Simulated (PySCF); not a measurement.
# Ionisation energy of C²⁺ by level of theory

C²⁺ [He] 2s2 (1S) → C³⁺ [He] 2s1 (2S), as a difference of total energies. All numbers are calculated (PySCF 2.14, the spin-free X2C one-electron Hamiltonian (Gaussian nucleus), in cc-pVDZ-DK (3s2p1d, 14 functions)). Correlated levels: valence: 1s2 frozen. The calculations carry no spin-orbit coupling.

| method | ionisation energy (eV) | error (eV) |
| --- | --- | --- |
| UHF | 45.824 | -2.064 |
| B3LYP | 47.266 | -0.622 |
| M06-2X | 47.352 | -0.536 |
| MP2 (valence) | 46.897 | -0.991 |
| SCS-MP2 (valence) | 47.111 | -0.777 |
| CCSD (valence) | 47.781 | -0.107 |

Reference: 47.888 eV (measured; NIST Atomic Spectra Database, ionization energies).

Errors of the correlated levels include the incompleteness of this basis and the frozen core.

With two correlated electrons CCSD is exact in that space.

The coupled-cluster amplitudes are large for C²⁺ (T1 above 0.03 or a double amplitude above 0.15), so a single reference is strained.
